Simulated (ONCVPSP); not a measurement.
selenium (Se): from the effect back to the setting (ONCV)

Base potential:

| Item | Value |
| --- | --- |
| Element | selenium |
| Generator | ONCVPSP 4.0.1 |
| Type | optimised norm-conserving Vanderbilt (ONCV) |
| Functional | BLYP |
| Relativity | scalar-relativistic |
| Frozen core | [Ar] 3d10 |
| Valence charge | 6 |
| Reference configuration | 4s2 4p4 |
| Partial waves | 4s: rc 1.55 bohr, ncon 3, nbas 7, qcut 4.6 1/bohr, 3 projectors, debl 0.8 Ha; 4p: rc 1.80 bohr, ncon 3, nbas 8, qcut 3.7 1/bohr, 2 projectors, debl 1.9 Ha; d scattering state at 0.24 Ha: rc 1.45 bohr, ncon 4, nbas 7, qcut 6 1/bohr, 2 projectors, debl 2.4 Ha |
| Local potential | polynomial inside 1.40 bohr (lpopt 5, dvloc0 2 Ha) |
| Core correction | Teter function, fcfact 4.75, rcfact 1.3 |

Cutoffs, loose and tight: the cutoffs (Ha) at which the residual kinetic energy of the hardest occupied pseudo-wave falls to 1 and 0.1 mHa per electron. They do not see the model core or the augmentation charge, which bear on the density cutoff. Test errors are all-electron minus pseudo excitation energies from the reference, over the configurations 4s2 4p3; 4s2 4p2; 4s2 4p1; 4s2 4p3.5; variants that change the core or the reference have their own tests.

Only the scale of all radii but the core radius (base = 1) is moved (2 further runs of the sweep failed or gave no value and are left out):

```tsv
scale of all radii but the core radius (base = 1)	cutoff, loose	cutoff, tight	bound ghosts	largest test error (meV)
0.92	12 Ha	74 Ha	s, d	-26
1.03	10 Ha	46 Ha	d	-51
1.1	9.6 Ha	31 Ha	none	-69
1.18	8.9 Ha	17 Ha	none	-86
1.33	8.0 Ha	9.8 Ha	none	-108
```

Problem. One more run gave cutoff, loose: 8.5 Ha; cutoff, tight: 11 Ha; bound ghosts: none; largest test error (meV): -101. Which value of the scale of all radii but the core radius (base = 1) was used?

Solution. 1.25. The loose cutoff moves one way along this sweep, from 12 Ha at 0.92 to 8.0 Ha at 1.33, which places the run between 1.18 and 1.33.
